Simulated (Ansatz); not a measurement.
Coupled-cluster diagnostics for Sn₂Ge⁺, Ansatz.

Geometry of the doublet (PBE0-D4/def2-TZVP):

```xyz
3

Ge   -1.142   -0.227    0.111
Sn    0.942   -1.057    1.375
Sn    0.199    1.284   -1.486
```

In the def2 sets Sn takes a core potential; there is no spin–orbit coupling. Correlated methods freeze 17 core orbitals; core or outer-core shells of Ge, Sn are correlated, in sets that lack core-valence functions. The structure comes from a short search, and lower isomers may exist.

Geometry of the charge 1 quartet (PBE0-D4/def2-TZVP):

Cartesian coordinates in Å:
```
Ge -0.506 -0.469 -1.400
Sn 1.656 -0.181 0.332
Sn -1.150 0.650 1.067
```

Q: Estimate the CCSD(T) correlation energy, the shares of MP2 and (T), T1 and the reference's ⟨S²⟩ for: charge 1, doublet, own geometry in def2-SVP; charge 1, quartet, own geometry in def2-SVP; and the rough time on 4 threads of Arm Neoverse V2 on a shared host.

A: 
| state | basis | correlation (eV) | MP2 share (%) | (T) share (%) | T1 | ⟨S²⟩ (pure) | wall time | remarks |
| --- | --- | --- | --- | --- | --- | --- | --- | --- |
| charge 1, doublet, own geometry | def2-SVP | -10.838 | 88.1 | 5.1 | 0.041 | 1.19 (0.75) | 7.5 s | spin-contaminated |
| charge 1, quartet, own geometry | def2-SVP | -10.521 | 87.9 | 4.8 | 0.049 | 4.00 (3.75) | 15 s | large T1, spin-contaminated |
Customary marks for T1 are 0.02 (closed shells), 0.045 (open shells) and about 0.05 (3d metals). T1 exceeds 0.02 in 2 of 2 rows and 0.045 in 1; the higher it lies, the less the single-reference result can be trusted.
